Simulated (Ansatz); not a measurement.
A nudged elastic band was laid between two geometries of BClH6OSi (10 atoms, charge 0, multiplicity 1).

Computed with RKS PBE0/6-31G* in Ansatz 0.2.0.

```json
{
 "movable images": "7",
 "climbing image": "yes",
 "spring": "5.0 eV/Å²",
 "optimiser": "quadratic models (default)",
 "start path": "through a guess of the saddle point",
 "force threshold": "0.05 eV/Å",
 "iteration limit": "53",
 "end points": "relaxed"
}
```

Initial state:

```xyz
10
Properties=species:S:1:pos:R:3
B 0.053 0.050 0.115
H -0.057 -0.863 0.893
Cl 1.677 0.028 -0.764
H -0.877 0.289 -0.607
O 0.211 1.395 1.043
Si 1.740 1.918 1.689
H 2.497 0.768 2.222
H 2.462 2.713 0.679
H 1.275 2.793 2.800
H -0.561 1.533 1.613
```

Final state:

```xyz
10
Properties=species:S:1:pos:R:3
B 0.390 0.909 -0.468
H -1.002 -1.153 2.422
Cl 1.794 0.041 -1.129
H -0.662 0.760 -1.007
O 0.509 1.699 0.605
Si 1.836 2.109 1.562
H 2.377 0.895 2.223
H 2.879 2.761 0.732
H 1.317 3.059 2.575
H -1.019 -0.454 2.167
```

**Question.** What changes between the two ends?

**Answer.** Bonds broken: B1–H2, O5–H10. Bonds formed: H2–H10. BClH6OSi becomes BClH4OSi + H2.

**Question.** Give the energies along the band, and the barrier.

**Answer.** The run converged. The highest image is number 3 of 0 to 8, 105.1 kJ/mol above the first end and 186.1 kJ/mol above the last; the last end lies 81.0 kJ/mol below the first. A vibrational analysis at the climbing image gives one clearly imaginary mode, 1480i cm⁻¹: a first-order saddle point. The orbitals stay closed-shell, which can raise the energy where a bond breaks towards radicals; this wasn't checked here.

| image | path coordinate (Å) | energy (kJ/mol) | B1–H2 (Å) | O5–H10 (Å) | H2–H10 (Å) |
| --- | --- | --- | --- | --- | --- |
| 0 | 0.00 | 0.0 | 1.20 | 0.97 | 2.55 |
| 1 | 0.74 | 0.6 | 1.20 | 0.97 | 2.42 |
| 2 | 1.49 | 13.4 | 1.21 | 0.97 | 1.90 |
| 3 | 2.23 | 105.1 | 1.33 | 1.24 | 1.04 |
| 4 | 2.86 | -10.4 | 1.84 | 1.87 | 0.76 |
| 5 | 3.49 | -66.7 | 2.40 | 2.39 | 0.74 |
| 6 | 4.13 | -79.2 | 2.91 | 2.90 | 0.74 |
| 7 | 4.76 | -80.8 | 3.46 | 3.19 | 0.74 |
| 8 | 5.40 | -81.0 | 3.81 | 3.07 | 0.74 |

**Question.** What is the geometry of the highest image?

**Answer.** 
```xyz
10
Properties=species:S:1:pos:R:3
B 0.051 0.346 0.053
H -0.382 -0.603 0.882
Cl 1.586 -0.237 -0.697
H -0.848 0.611 -0.684
O 0.240 1.392 1.181
Si 1.693 2.066 1.742
H 2.573 1.014 2.311
H 2.365 2.785 0.635
H 1.285 3.011 2.811
H -0.143 0.240 1.447
```

**Question.** What are the harmonic wavenumbers there?

**Answer.** 1480i, 107, 116, 164, 351, 661, 689, 708, 729, 770, 904, 944, 958, 984, 1055, 1073, 1211, 1349, 2008, 2186, 2287, 2301, 2314, 2700 cm⁻¹.

The band took 19 iterations and roughly 9 core-minutes.

Run time: 9.1 min on 1 thread of Arm Neoverse V1 (shared host), peak memory 0.17 GiB.
